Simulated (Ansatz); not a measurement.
A run for Ansatz (a first-principles code): R-PBE/def2-TZVPP on CH4GeO (SMILES [CH3][Ge][OH]), a point of a torsion scan.

Ansatz 0.2 input:
```yaml
crystal:
  periodic: [false, false, false]
  atoms:
    - {symbol: C, position_ang: [-0.91516026, -0.06868536, 0.01694999]}
    - {symbol: Ge, position_ang: [0.60152008, 1.29424827, -0.28397701]}
    - {symbol: O, position_ang: [1.96892620, 0.27351105, 0.18964734]}
    - {symbol: H, position_ang: [-0.72176164, -0.96064712, -0.58054118]}
    - {symbol: H, position_ang: [-1.89062941, 0.32028488, -0.26870723]}
    - {symbol: H, position_ang: [-0.97450537, -0.37724397, 1.06235828]}
    - {symbol: H, position_ang: [1.94477957, -0.43708871, 0.82682950]}
basis:
  gaussian:
    orbitals: def2-TZVPP
hamiltonian:
  xc: {name: PBE}
scf: {lower_state_search: off}
```

The head of its log:

```
WARN ansatz: RAYON_NUM_THREADS=1 ignored (pool sized by the plan → 1); use --threads N
Functional definition: PBE
these checks for a lower state are left out or cut short: stability, starts, cluster_reference, orbital_swaps, neighbouring_geometries, increment
integrals: 0.07 GiB planned
925 factors; their error is unknown
mean field: 0.54 GiB planned
mean field evaluation 1: about -59640.3117 eV, gradient 9.3e1 eV
mean field evaluation 2: about -59545.2548 eV, gradient 2.0e2 eV
```

**Question.** Give the final energy of this run.

**Answer.** -2192.3465 hartree.
